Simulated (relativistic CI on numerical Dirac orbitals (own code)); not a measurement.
**Co⁺: resonant inelastic scattering at the L2,3 edge**

Computed with this model: Dirac-Coulomb-Breit CI, orbitals from a KLI potential per configuration, model QED (radiative potential, 1s self-energy scaled to tabulated hydrogen-like ionisation energies), valence Slater integrals scaled by 0.8, Kramers-Heisenberg scattering through one core-hole configuration in a parametric crystal field; configurations [Ar] 3d8 → [He] 2s2 2p5 3s2 3p6 3d9; 10 K; core-hole width 0.6 eV; summed over polarisations. Incident energies are the highest absorption maxima for each field (at most a few, so the weaker spin-orbit partner edge can be absent), on the computed scale of the free ion. Intensities are in per cent of the strongest line above 0.02 eV; levels within 1 cm⁻¹ are merged; final levels count from the ground level, the first row holds all elastic scattering, lines under 0.4 are left out and each table stops after 24 rows. The scale of the Slater integrals is a model choice and moves the terms in proportion.

Field parameters in Wybourne normalisation: D3d B²₀ = −7Dσ, B⁴₀ = −14Dq − 21Dτ, B⁴₃ = −14√(10/7) Dq. The field is a parameter set, without covalency.

S is read from ⟨S²⟩ = S(S + 1).

D3d, 10Dq = 7200, Dσ = -1200, Dτ = 290 cm⁻¹:

| Final level (eV) | Degeneracy | Irrep | S | 779.4 eV | 781.1 eV | 795 eV |
| --- | --- | --- | --- | --- | --- | --- |
| 0.000 | 1 | A1 | 1.00 | 226.9 | 32.4 | 28.5 |
| 0.002 | 2 | E | 1.00 | 74.4 | 10.4 | 13.1 |
| 1.029 | 2 | E | 1.00 | 40.9 | 7.0 | 5.1 |
| 1.051 | 2 | E | 1.00 | 100.0 | 37.2 | 24.8 |
| 1.074 | 1 | A2 | 1.00 | 6.2 | 3.4 | 5.8 |
| 1.078 | 1 | A1 | 1.00 | 65.6 | 14.8 | 10.3 |
| 1.180 | 2 | E | 1.00 | 31.9 | 6.2 | 3.1 |
| 1.192 | 1 | A2 | 1.00 | 22.8 | 4.5 | 3.5 |
| 1.537 | 2 | E | 0.83 | 9.4 | 13.8 | 4.3 |
| 1.547 | 1 | A1 | 1.00 | 5.3 | 10.2 | 3.8 |
| 1.641 | 2 | E | 0.38 | 17.4 | 15.6 | 25.4 |
| 1.934 | 1 | A2 | 1.00 | 4.4 | 0.8 | 2.3 |
| 1.935 | 1 | A1 | 1.00 | 8.4 | 4.8 | 3.1 |
| 1.979 | 2 | E | 0.99 | 11.4 | 8.0 | 4.4 |
| 2.012 | 2 | E | 0.99 | 13.0 | 6.0 | 2.5 |
| 2.569 | 1 | A1 | 0.04 | 2.2 | 36.3 | 36.4 |
| 2.575 | 2 | E | 0.10 | 3.8 | 7.4 | 5.5 |
| 2.900 | 2 | E | 0.99 | 11.1 | 8.3 | 9.5 |
| 2.921 | 2 | E | 0.97 | 24.5 | 6.0 | 4.2 |
| 2.922 | 1 | A1 | 0.91 | 9.9 | 3.7 | 14.3 |
| 2.933 | 1 | A2 | 1.00 | 2.4 | 2.7 | 3.2 |
| 3.025 | 1 | A1 | 0.20 | 1.9 | 5.7 | 1.7 |
| 3.151 | 2 | E | 0.01 | 1.3 | 46.9 | 55.7 |
| 3.337 | 1 | A2 | 0.00 | 0.3 | 5.4 | 7.6 |

D3d, 10Dq = 7200, Dσ = -860, Dτ = 290 cm⁻¹:

| Final level (eV) | Degeneracy | Irrep | S | 779.3 eV | 781.1 eV | 795 eV |
| --- | --- | --- | --- | --- | --- | --- |
| 0.000 | 1 | A1 | 1.00 | 280.4 | 39.2 | 34.2 |
| 0.001 | 2 | E | 1.00 | 60.7 | 10.9 | 13.7 |
| 1.032 | 2 | E | 1.00 | 48.9 | 10.3 | 6.0 |
| 1.051 | 2 | E | 1.00 | 100.0 | 40.1 | 26.6 |
| 1.074 | 1 | A2 | 1.00 | 10.9 | 6.1 | 9.8 |
| 1.081 | 1 | A1 | 1.00 | 66.7 | 16.8 | 11.7 |
| 1.113 | 2 | E | 1.00 | 55.5 | 11.1 | 5.9 |
| 1.123 | 1 | A2 | 1.00 | 35.2 | 5.2 | 3.2 |
| 1.513 | 2 | E | 0.91 | 14.0 | 16.3 | 4.1 |
| 1.517 | 1 | A1 | 1.00 | 7.2 | 12.3 | 5.1 |
| 1.639 | 2 | E | 0.26 | 20.8 | 25.4 | 34.1 |
| 1.896 | 1 | A2 | 1.00 | 5.7 | 1.4 | 2.5 |
| 1.897 | 1 | A1 | 1.00 | 10.3 | 6.7 | 4.3 |
| 1.942 | 2 | E | 0.99 | 11.6 | 8.6 | 4.6 |
| 1.977 | 2 | E | 0.99 | 16.4 | 7.9 | 3.9 |
| 2.568 | 1 | A1 | 0.04 | 2.7 | 35.8 | 38.5 |
| 2.577 | 2 | E | 0.09 | 6.1 | 9.6 | 8.4 |
| 2.915 | 1 | A1 | 0.40 | 7.1 | 10.1 | 19.8 |
| 2.928 | 2 | E | 0.99 | 14.8 | 10.7 | 11.2 |
| 2.949 | 2 | E | 0.98 | 26.5 | 7.5 | 6.1 |
| 2.962 | 1 | A2 | 1.00 | 3.3 | 3.7 | 3.0 |
| 2.981 | 1 | A1 | 0.79 | 4.8 | 5.7 | 2.3 |
| 3.172 | 2 | E | 0.01 | 1.1 | 48.4 | 59.6 |
| 3.265 | 1 | A2 | 0.01 | 0.5 | 9.6 | 11.8 |

For the first field the strongest loss at the lowest incident energy is the level at 1.05 eV (S = 1.00, against 1.00 in the thermal ground state). Levels of other spin, the first over 8 % at 1.64 eV, appear because spin-orbit coupling of the core hole, and in heavier ions of the valence shell too, mixes spins.
